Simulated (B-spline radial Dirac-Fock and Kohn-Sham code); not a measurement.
## Ga⁴⁺: L2-M23M23 lines in intermediate coupling

System: Ga⁴⁺, configuration 1s2 2s2 2p6 3s2 3p6 3d9.

Calculated with a radial atomic solver, using Dirac-Fock ΔSCF + Breit + QED. The two-hole levels come from diagonalising the Coulomb interaction among the jj configurations; intensities are independent-particle Coulomb rates. Kinetic energies are from the vacuum level. Correlation energy is missing from these numbers. Open outer shells are spectators and are not coupled to the holes.

```csv
kinetic energy (eV),J,leading jj holes (weight),leading LS term (weight)
826.2,0,M2M2 (0.67),¹S0 (0.89)
833.8,2,M2M3 (0.89),¹D2 (0.92)
837.6,1,M2M3 (1.00),³P1 (1.00)
837.7,0,M3M3 (0.67),³P0 (0.89)
840.7,2,M3M3 (0.89),³P2 (0.92)
```

The intensity is shared as follows: 833.8 eV 50.0 %, 837.6 eV 23.8 %, 826.2 eV 18.9 %, 837.7 eV 3.8 %, 840.7 eV 3.5 %.

The strongest line, by its leading LS label ¹D2, lies at 833.8 eV. The mean weight of the leading component is 0.82 in jj and 0.92 in LS coupling, so LS labels describe these levels better.

Run: 26 s of CPU time on 1 thread of Intel(R) Xeon(R) Platinum 8488C (shared host), peak memory 0.38 GiB.
